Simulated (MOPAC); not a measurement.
Input for MOPAC: PM6 on InN, 2S+1 = 3, a spin state set in the input, which need not be the lowest, a point of a bond scan (R = 2.109 Å).

```
PM6 1SCF PRECISE CHARGE=0 UHF MS=1 THREADS=1
InN

N      0.00000000 1     0.00000000 1     0.00000000 1
In     0.00000000 1     0.00000000 1     2.10944900 1
```

Program output:

```
*******************************************************************************
 **                                                                           **
 **                              MOPAC v23.2.5                                **
 **                                                                           **
 *******************************************************************************
 ** MOPAC's Digital Object Identifier: https://doi.org/10.5281/zenodo.6511958 **
 **                                                                           **
 ** Please cite the open-source release paper for use of this MOPAC version:  **
 ** J. E. Moussa and J. J. P. Stewart (2026)                                  **
 ** MOPAC: An open-source semiempirical molecular orbital program             **
 ** J. Open Source Softw., 11(119), 8025, https://doi.org/10.21105/joss.08025 **
 *******************************************************************************

                              PM6 CALCULATION RESULTS

 *******************************************************************************
 *  PM6        - The PM6 Hamiltonian to be used
 *  UHF        - UNRESTRICTED HARTREE-FOCK CALCULATION
 *
 *
 *
 *                 CHARGE ON SYSTEM = 0
 *
 *
 *
 *  MS=        - IN MECI, MAGNETIC COMPONENT OF SPIN =  1.0
 *  PRECISE    - TIGHTER CRITERIA TO BE USED
 *  1SCF       - DO 1 SCF AND THEN STOP
 *  THREADS=1  - MULTI-THREADING NOT USED
 *  T=         - A TIME OF 172800.0 SECONDS REQUESTED
 *  DUMP=N     - RESTART FILE WRITTEN EVERY 7200.0 SECONDS REQUESTED
 *******************************************************************************
PM6 1SCF PRECISE CHARGE=0 UHF MS=1 THREADS=1
 InN

   ATOM   CHEMICAL          X               Y               Z
  NUMBER   SYMBOL      (ANGSTROMS)     (ANGSTROMS)     (ANGSTROMS)

     1       N          0.00000000  *   0.00000000  *   0.00000000  *
     2      In          0.00000000  *   0.00000000  *   2.10944900  *



          CARTESIAN COORDINATES

    NO.       ATOM           X           Y           Z

     1         N          0.0000      0.0000      0.0000
     2        In          0.0000      0.0000      2.1094

 General Reference for PM6:
 "Optimization of Parameters for Semiempirical Methods V: Modification of NDDO Approximations
 and Application to 70 Elements", J. J. P. Stewart, J. Mol. Mod., 13, 1173-1213 (2007)
 URL: https://link.springer.com/article/10.1007/s00894-007-0233-4

           Empirical Formula: N In  =     2 atoms



      MOLECULAR POINT GROUP   :   C*v


          UHF CALCULATION, NO. OF ALPHA ELECTRONS =    5
                           NO. OF BETA  ELECTRONS =    3

 -------------------------------------------------------------------------------
 PM6 1SCF PRECISE CHARGE=0 UHF MS=1 THREADS=1
 InN



     1SCF WAS SPECIFIED, SO BFGS WAS NOT USED
     SCF FIELD WAS ACHIEVED


                              PM6 CALCULATION
                                                       MOPAC v23.2.5 Linux




          FINAL HEAT OF FORMATION =        145.21593 KCAL/MOL =     607.58347 KJ/MOL


          COSMO AREA              =         80.53 SQUARE ANGSTROMS
          COSMO VOLUME            =         64.24 CUBIC ANGSTROMS

          IONIZATION POTENTIAL    =          6.916161 EV
          ALPHA SOMO LUMO (EV)    =        -10.786 -0.358
          BETA  SOMO LUMO (EV)    =         -6.916 -0.775
          NO. OF ALPHA ELECTRONS  =          5
          NO. OF BETA  ELECTRONS  =          3
          MOLECULAR WEIGHT        =        128.8267         POINT GROUP:  C*v

          MOLECULAR DIMENSIONS (Angstroms)

            Atom       Atom       Distance
           In     2    N     1     2.10945
           In     2    N     1     0.00000
            N     1   In     2     0.00000


          SCF CALCULATIONS        =          1





   ATOM   CHEMICAL          X               Y               Z
  NUMBER   SYMBOL      (ANGSTROMS)     (ANGSTROMS)     (ANGSTROMS)

     1       N          0.00000000  *   0.00000000  *   0.00000000  *
     2      In          0.00000000  *   0.00000000  *   2.10944900  *

                             CARTESIAN COORDINATES

   1    N        0.000000000     0.000000000     0.000000000
   2   In        0.000000000     0.000000000     2.109449000


           Empirical Formula: N In  =     2 atoms



      MOLECULAR POINT GROUP   :   C*v


          ALPHA EIGENVALUES
 -23.91315 -13.01620 -12.22303 -11.95767 -10.78593  -0.35827   0.96658   3.23144


           BETA EIGENVALUES
 -19.29871 -11.03583  -6.91616  -0.77537   0.31296   0.59339   2.40661   3.42685


              NET ATOMIC CHARGES AND DIPOLE CONTRIBUTIONS

  ATOM NO.   TYPE          CHARGE      No. of ELECS.   s-Pop       p-Pop
    1          N          -0.459801        5.4598     1.95138     3.50842
    2         In           0.459801        2.5402     1.47567     1.06453
 DIPOLE           X         Y         Z       TOTAL
 POINT-CHG.     0.000     0.000     4.659     4.659
 HYBRID        -0.000    -0.000    -0.026     0.026
 SUM           -0.000    -0.000     4.633     4.633


          ATOMIC ORBITAL ELECTRON POPULATIONS

     Atom    s        px        py        pz
    1  N   1.95138   1.53748   0.98477   0.98617
    2 In   1.47567   0.46252   0.01523   0.58678


                    (SZ)    =    1.000000
                    (S**2)  =    2.580808


          ATOMIC ORBITAL SPIN POPULATIONS

    Atom   Total    s     px     py     pz
         Atomic
    1  N  2.0795 -0.011  0.393  0.985  0.713
    2 In -0.0795  0.064 -0.393  0.015  0.234

 **********************
 *                    *
 * JOB ENDED NORMALLY *
 *                    *
 **********************




 == MOPAC DONE ==
```

The run finished. Its determinant has ⟨S²⟩ = 2.58, a mixture of spin states.

Cost: about 0.020 core-seconds (a rough figure).
